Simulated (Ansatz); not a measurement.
`F[SiH2]S[SiH2]F` + H₂ → `F[SiH2]S[SiH3]` + H–F at 700 K and 1 bar (hydrogenolysis of the Si–F bond).

Isolated molecules relaxed with PBE0-D4/def2-TZVP in Ansatz; ΔE leaves out vibrations. CBS: MP2 limit from def2 TZ/QZ plus the TZ coupled-cluster correction, frozen cores. This one scheme is used for every species. Each species was taken in one conformer, which may not be the lowest.

| species | CCSD(T)/CBS energy (Eh) | H − E (kJ/mol) | S (J/(mol·K)) |
| --- | --- | --- | --- |
| `F[SiH2]S[SiH2]F` | -1178.10660 | 192.2 | 483.3 |
| H₂ | -1.17544 | 46.8 | 155.3 |
| `F[SiH2]S[SiH3]` | -1078.84190 | 199.6 | 466.1 |
| H–F | -100.39570 | 45.2 | 198.5 |

H − E and S are ideal-gas, rigid-rotor, harmonic terms from PBE0-D4/def2-TZVP, for one conformer and one mirror image of each species. For small species the MP2-based limit differs from directly extrapolated CCSD(T) by up to some mEh (0.8 for H₂); such offsets cancel only in part. 1 Eh = 2625.50 kJ/mol, R = 8.31446 J/(mol·K).

Question: By hand: ΔE, ΔH, ΔS and ΔG.

Answer: ΔE = (-1078.84190) + (-100.39570) − (-1178.10660) − (-1.17544) = 0.04444 Eh = 116.7 kJ/mol. Δ(H − E) = 199.6 + 45.2 − 192.2 − 46.8 = 5.8, so ΔH = 122.5 kJ/mol. ΔS = 466.1 + 198.5 − 483.3 − 155.3 = 26.0 J/(mol·K). ΔG = 122.5 − 700 × (26.0)/1000 = 104.3 kJ/mol.

Question: By hand: the equilibrium constant, and the temperature at which ΔG would vanish if ΔH and ΔS stayed fixed.

Answer: log₁₀ K = −ΔG/(RT ln 10) = -7.8. ΔG = 0 at ΔH/ΔS = 4712 K, far beyond where these terms or the molecules hold.

ΔH outweighs TΔS. A doubt of 5 kJ/mol in ΔE shifts log₁₀ K by 0.4 here. Other conformers and mirror images would add mixing entropy, several J/(mol·K) or more a flexible species. Modes under 60 cm⁻¹, often nearly free rotors, make the harmonic entropy too high. These are equilibria of isolated gas molecules and say nothing of rates. Largest T1 diagnostic: 0.012 (customary marks: 0.02 for closed shells, 0.045 for open ones).
